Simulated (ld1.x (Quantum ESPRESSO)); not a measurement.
Sb: one change to a PAW potential, before and after

- Element: antimony
- Generator: ld1.x (Quantum ESPRESSO) 7.5
- Type: PAW
- Functional: PBE
- Relativity: scalar-relativistic
- Frozen core: [Ar] 3d10 4s2
- Valence charge: 21
- Reference configuration: 4p6 4d10 5s1.75 5p3.25
- Partial waves: 5s (bound): rcut 1.40, rcutus 1.80 bohr; 5s channel at 4.4 Ry: rcut 1.40, rcutus 1.80 bohr; 4p (bound): rcut 1.45, rcutus 1.65 bohr; 5p (bound): rcut 1.45, rcutus 1.65 bohr; 4d (bound): rcut 1.10, rcutus 1.50 bohr; 4d channel at -1.95 Ry: rcut 1.10, rcutus 1.50 bohr
- Local potential: all-electron potential smoothed inside 1.50 bohr (lloc = -2)
- Core correction: Bessel-smoothed model core, default radius (core density twice the valence density)
- Augmentation charge: BESSEL, radius 1.00 bohr

Change: type TM; waves now 5s (bound): rc 1.80 bohr; 4p (bound): rc 1.65 bohr; 4d (bound): rc 1.50 bohr; local potential all-electron potential smoothed inside 1.30 bohr (lloc = -1) (5p counted twice).

Cutoffs: the cutoffs (Ry, on a coarse ladder) from which the occupation-weighted sum of valence levels, in a spherical-Bessel basis at the reference potential, stays within 10 and 1 mRy of its value at 400 Ry; they do not see the model core or the augmentation charge, which bear on the density cutoff. Errors are all-electron minus pseudo energies relative to the spin-unpolarised reference configuration.

Q: How do hardness, ghosts and transferability respond?

A: The potential gets harder (70 Ry and 110 Ry → 90 Ry and 160 Ry); a bound ghost appears in s, which as a rule spoils a file; the miss of the reference levels goes from 0.00 to 0.53 eV; of the 7 tests that both files solve, the error grows in 7 and shrinks in 0 by more than 15 % and 0.3 meV (median size 5.3 → 740.6 meV); the range in which the s phases agree narrows (upper end at the end of the scan → 3.5); the range in which the p phases agree narrows (upper end at the end of the scan → -1.1). In the changed file ld1.x takes every shell without a wave as core, so the model core holds the 5p electrons as well and exchange and correlation see them twice. This cancels in the reference configuration, but the file is broken for other ones, and its errors say nothing about a proper core correction. Several settings change at once here, so the effects cannot be laid on one of them.

| quantity | base | changed |
| --- | --- | --- |
| cutoff, loose | 70 Ry | 90 Ry |
| cutoff, tight | 110 Ry | 160 Ry |
| loose cutoff by channel (10 mRy a level) | s 10 Ry, p 30 Ry, d 45 Ry | s 18 Ry, p 45 Ry, d 80 Ry |
| bound ghosts | none | s |
| largest miss of a reference level, eV | 0.00 | 0.53 |
| error for 4p6 4d10 5s2 5p3, meV [ΔE -2.01 eV] | +0.3 | +128 |
| error for 4p6 4d10 5s2 5p2, meV [ΔE 6.31 eV] | -1.5 | +741 |
| error for 4p6 4d10 5s2 5p1, meV [ΔE 22.28 eV] | -5.3 | +1488 |
| error for 4p6 4d10 5s2 5p0, meV [ΔE 46.69 eV] | -11 | +2340 |
| error for 4p5 4d10 5s2 5p3, meV [ΔE 107.94 eV] | -92 | -207 |
| error for 4p6 4d10 5s1 5p3, meV [ΔE 15.04 eV] | -2.5 | +169 |
| error for 4p6 4d10 5s1 5p0, meV [ΔE 90.98 eV] | -20 | +2602 |
| s: phases at 1.94 bohr within 0.05 rad from the reference energy up to (Ry; the scan ends near 5) | to the end of the scan | 3.5 |
| p: phases at 1.94 bohr within 0.05 rad from the reference energy up to (Ry; the scan ends near 5) | to the end of the scan | -1.1 |
| d: phases at 1.94 bohr within 0.05 rad from the reference energy up to (Ry; the scan ends near 5) | to the end of the scan | 2.9 |

 A true bound ghost makes a file unfit for plane-wave use even where its test errors are small: the radial tests pick states by their node count and pass the ghost by.
